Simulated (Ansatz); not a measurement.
`[F][Sn]([F])([F])[O][SiH3]` + H₂Se → `[F][Sn]([F])([F])[SeH]` + `O[SiH3]`  (ligand exchange at the Sn–O bond)

Computed with Ansatz on PBE0-D4/def2-TZVP structures; ΔE is electronic, products minus reactants. CCSD(T)/CBS is the MP2 limit (def2-TZVPP, def2-QZVPP) plus CCSD(T) − MP2 in def2-TZVPP, frozen cores. DFT in def2-TZVPP. B3LYP here is the variant with VWN-RPA as its local correlation; programs differ in this. HSE06 is defined as in plane-wave codes. Elements past krypton have def2 core potentials. For Se, Sn outer-core shells are correlated without core-valence functions, which leaves a few kJ/mol of doubt a bond. Scalar relativity is left out up to krypton. Each species was taken in one conformer, which may not be the lowest.

```json
{"level": "LDA (SPW92)", "ΔE (kJ/mol)": "-71.2", "difference from CCSD(T)/CBS": "-17.4"}
{"level": "revPBE-D4", "ΔE (kJ/mol)": "-65.9", "difference from CCSD(T)/CBS": "-12.1"}
{"level": "BLYP-D4", "ΔE (kJ/mol)": "-61.4", "difference from CCSD(T)/CBS": "-7.6"}
{"level": "r2SCAN-D4", "ΔE (kJ/mol)": "-60.7", "difference from CCSD(T)/CBS": "-6.9"}
{"level": "B97M-V", "ΔE (kJ/mol)": "-52.0", "difference from CCSD(T)/CBS": "1.8"}
{"level": "PBE0-D4", "ΔE (kJ/mol)": "-65.9", "difference from CCSD(T)/CBS": "-12.1"}
{"level": "B3LYP-D4", "ΔE (kJ/mol)": "-60.5", "difference from CCSD(T)/CBS": "-6.7"}
{"level": "r2SCANh-D4", "ΔE (kJ/mol)": "-61.2", "difference from CCSD(T)/CBS": "-7.4"}
{"level": "r2SCAN0-D4", "ΔE (kJ/mol)": "-61.8", "difference from CCSD(T)/CBS": "-8.0"}
{"level": "HSE06-D4", "ΔE (kJ/mol)": "-66.1", "difference from CCSD(T)/CBS": "-12.3"}
{"level": "ωB97X-V", "ΔE (kJ/mol)": "-52.7", "difference from CCSD(T)/CBS": "1.1"}
{"level": "ωB97M-V", "ΔE (kJ/mol)": "-57.6", "difference from CCSD(T)/CBS": "-3.8"}
{"level": "B2PLYP", "ΔE (kJ/mol)": "-55.9", "difference from CCSD(T)/CBS": "-2.1"}
{"level": "PBE-QIDH", "ΔE (kJ/mol)": "-58.7", "difference from CCSD(T)/CBS": "-4.9"}
{"level": "PBE", "ΔE (kJ/mol)": "-69.2", "difference from CCSD(T)/CBS": "-15.4"}
{"level": "revPBE", "ΔE (kJ/mol)": "-68.2", "difference from CCSD(T)/CBS": "-14.4"}
{"level": "BLYP", "ΔE (kJ/mol)": "-63.1", "difference from CCSD(T)/CBS": "-9.3"}
{"level": "r2SCAN", "ΔE (kJ/mol)": "-61.3", "difference from CCSD(T)/CBS": "-7.5"}
{"level": "PBE0", "ΔE (kJ/mol)": "-66.8", "difference from CCSD(T)/CBS": "-13.0"}
{"level": "B3LYP", "ΔE (kJ/mol)": "-61.8", "difference from CCSD(T)/CBS": "-8.0"}
{"level": "r2SCANh", "ΔE (kJ/mol)": "-61.8", "difference from CCSD(T)/CBS": "-8.0"}
{"level": "r2SCAN0", "ΔE (kJ/mol)": "-62.4", "difference from CCSD(T)/CBS": "-8.6"}
{"level": "HSE06", "ΔE (kJ/mol)": "-67.0", "difference from CCSD(T)/CBS": "-13.2"}
{"level": "BHLYP", "ΔE (kJ/mol)": "-56.8", "difference from CCSD(T)/CBS": "-3.0"}
{"level": "CAM-B3LYP", "ΔE (kJ/mol)": "-54.6", "difference from CCSD(T)/CBS": "-0.8"}
{"level": "LC-ωPBE", "ΔE (kJ/mol)": "-53.9", "difference from CCSD(T)/CBS": "-0.1"}
{"level": "RPA@PBE/def2-TZVPP", "ΔE (kJ/mol)": "-43.2", "difference from CCSD(T)/CBS": "10.6"}
{"level": "HF/def2-SVP", "ΔE (kJ/mol)": "-47.5", "difference from CCSD(T)/CBS": "6.3"}
{"level": "MP2/def2-SVP", "ΔE (kJ/mol)": "-41.7", "difference from CCSD(T)/CBS": "12.1"}
{"level": "CCSD/def2-SVP", "ΔE (kJ/mol)": "-41.7", "difference from CCSD(T)/CBS": "12.1"}
{"level": "CCSD(T)/def2-SVP", "ΔE (kJ/mol)": "-42.0", "difference from CCSD(T)/CBS": "11.8"}
{"level": "HF/def2-TZVPP", "ΔE (kJ/mol)": "-44.9", "difference from CCSD(T)/CBS": "8.9"}
{"level": "MP2/def2-TZVPP", "ΔE (kJ/mol)": "-53.3", "difference from CCSD(T)/CBS": "0.5"}
{"level": "SCS-MP2/def2-TZVPP", "ΔE (kJ/mol)": "-47.7", "difference from CCSD(T)/CBS": "6.1"}
{"level": "CCSD/def2-TZVPP", "ΔE (kJ/mol)": "-47.3", "difference from CCSD(T)/CBS": "6.5"}
{"level": "CCSD(T)/def2-TZVPP", "ΔE (kJ/mol)": "-47.8", "difference from CCSD(T)/CBS": "6.0"}
{"level": "HF/def2-QZVPP", "ΔE (kJ/mol)": "-42.4", "difference from CCSD(T)/CBS": "11.4"}
{"level": "MP2/def2-QZVPP", "ΔE (kJ/mol)": "-55.9", "difference from CCSD(T)/CBS": "-2.1"}
{"level": "HF/CBS(def2)", "ΔE (kJ/mol)": "-42.0", "difference from CCSD(T)/CBS": "11.8"}
{"level": "MP2/CBS(def2)", "ΔE (kJ/mol)": "-59.3", "difference from CCSD(T)/CBS": "-5.5"}
{"level": "CCSD(T)/CBS", "ΔE (kJ/mol)": "-53.8", "difference from CCSD(T)/CBS": "0"}
```

Largest T1 diagnostic among the species: 0.015.

Leaving LDA and LC-ωPBE aside and taking each functional with its dispersion term where it has one, the values, not all of them listed here, spread over 16.2 kJ/mol, from PBE-D4 to B97M-V. From BLYP to BHLYP (50 % exact exchange), in def2-TZVPP and without D4, ΔE moves by +6.3 kJ/mol. At CCSD(T), def2-SVP lies +11.8 kJ/mol from the extrapolated value and def2-TZVPP +6.0 kJ/mol.
